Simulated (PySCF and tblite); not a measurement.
The numbers below are computed, except where a source is named.
C7H11N, numbered as in [N:1]#[C:2][CH:3]1[CH2:4][CH2:5][CH2:6][CH2:7][CH2:8]1.

Geometries PBE0-D3(BJ)/def2-SVP; weights from CAM-B3LYP-D3(BJ)/def2-SVPD (IEF-PCM, chloroform) energies and GFN2-xTB thermal corrections, with symmetry numbers and mirror pairs. Conformers within 3 kcal/mol (GFN2-xTB free energy) were kept, 8 at most. Couplings: B3LYP/pcSseg-1 with pcJ-1 on H (gas phase; spin-dipole term only for pairs with B, N, F, Si or P). Couplings are for ¹H. Of two unlike H on one atom, a is the less shielded (PBE0/pcSseg-1 (IEF-PCM, chloroform)). Codes: tblite and PySCF.

The 6-ring runs over atoms 3–4–5–6–7–8.

| conformer | shape | weight % |
| --- | --- | --- |
| 1 | 6-ring chair (all substituents equatorial) | 64.1 |
| 2 | 6-ring chair (C2 axial) | 35.9 |

Give the couplings in each conformer and the averages at 298.15 K (pairs that fast motion interchanges averaged).


| coupling | pairs | 1 | 2 | average (Hz) |
| --- | --- | --- | --- | --- |
| ³J(H3,H4b) | 2 | 13.5 | 3.1 | 9.8 |
| ³J(H3,H4a) | 2 | 4.0 | 5.0 | 4.3 |
| ⁴J(H3,H5a) | 2 | -0.5 | -0.8 | -0.6 |
| ²J(H4b,H4a) | 2 | -15.0 | -14.9 | -15.0 |
| ³J(H4b,H5a) | 2 | 4.1 | 4.0 | 4.1 |
| ³J(H4b,H5b) | 2 | 14.4 | 3.4 | 10.5 |
| ⁴J(H4b,H6a) | 2 | -0.6 | -0.6 | -0.6 |
| ⁴J(H4b,H6b) | 2 | 0.0 | 1.4 | 0.5 |
| ⁴J(H4b,H8b) | 1 | 0.0 | 1.9 | 0.7 |
| ³J(H4a,H5a) | 2 | 3.4 | 14.8 | 7.5 |
| ³J(H4a,H5b) | 2 | 4.1 | 4.0 | 4.1 |
| ⁴J(H4a,H6a) | 2 | 1.4 | 0.0 | 0.9 |
| ⁴J(H4a,H6b) | 2 | -0.6 | -0.6 | -0.6 |
| ⁴J(H4a,H8a) | 1 | 1.8 | 0.0 | 1.2 |
| ²J(H5a,H5b) | 2 | -15.3 | -15.6 | -15.4 |
| ³J(H5a,H6a) | 2 | 3.3 | 14.4 | 7.3 |
| ³J(H5a,H6b) | 2 | 4.1 | 4.2 | 4.2 |
| ⁴J(H5a,H7b) | 2 | -0.6 | -0.6 | -0.6 |
| ⁴J(H5a,H7a) | 1 | 1.4 | 0.0 | 0.9 |
| ³J(H5b,H6a) | 2 | 4.1 | 4.2 | 4.1 |
| ³J(H5b,H6b) | 2 | 14.2 | 3.3 | 10.3 |
| ²J(H6a,H6b) | 1 | -15.1 | -15.0 | -15.1 |
